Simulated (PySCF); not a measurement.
CH6OSi2, SMILES C1O[SiH2][SiH2]1. Coordinates come from a PBE-D3(BJ)/def2-SVP optimisation.

Computed equilibrium geometry at PBE-D3(BJ)/def2-SVP (PySCF confirms it by a frequency run) as a Z-matrix, and its point group:
point group Cs.
```
Si
H 1 1.5059
H 1 1.5059 2 109.03
C 1 1.9503 2 115.48 3 -131.95
H 4 1.1131 1 113.61 2 2.85
H 4 1.1131 5 107.37 1 -126.49
O 4 1.4505 5 110.25 6 -120.12
Si 7 1.7146 4 106.31 5 -120.81
H 8 1.5072 7 112.61 4 -119.05
H 8 1.5072 9 107.61 7 124.68
```
